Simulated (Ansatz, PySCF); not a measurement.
Torsion H3–B1–Se2–H5 in BH3Se (SMILES B[SeH]); at each angle all else is relaxed with GFN2-xTB, and the levels are single points there.
Geometry at 180° (charge 0, multiplicity 1):
```xyz
5

B     -0.63355    -0.01049     0.07195
Se     1.08645    -0.65307     0.40927
H     -1.44268    -0.78996    -0.24736
H     -0.88252     1.12406     0.17850
H      1.75852     0.57819     0.76140
```

On the grid 0° to 330°, 270° is the highest and 180° the lowest point at CCSD(T)/CBS(cc-pVTZ, cc-pVQZ).

Correlated levels freeze the cores. Filled d and f shells under p-block atoms count as core. CBS: X⁻³ extrapolation of the correlation energy, Hartree–Fock from the larger set.

Run with Ansatz (Gaussian basis) for Hartree–Fock, density functionals and correlated methods; PySCF for the dispersion terms. 

PBE/def2-TZVPP gives 21.72 kcal/mol for the energy at 270° less that at 180°.

Task: Predict the shift from PBE, with its sign, for: PBE-D3(BJ)/def2-TZVPP, r2SCAN/def2-TZVPP, PBE0/def2-TZVPP, wB97M-V/def2-TZVPP, MP2/CBS(cc-pVTZ, cc-pVQZ), CCSD(T)/CBS(cc-pVTZ, cc-pVQZ).

Result: PBE-D3(BJ)/def2-TZVPP 0.01; r2SCAN/def2-TZVPP -0.54; PBE0/def2-TZVPP -1.17; wB97M-V/def2-TZVPP -2.08; MP2/CBS(cc-pVTZ, cc-pVQZ) -2.21; CCSD(T)/CBS(cc-pVTZ, cc-pVQZ) -2.26 kcal/mol. 1 of 6 lie above PBE; the widest gap is to CCSD(T)/CBS(cc-pVTZ, cc-pVQZ).

Ansatz is a program for electronic structure.
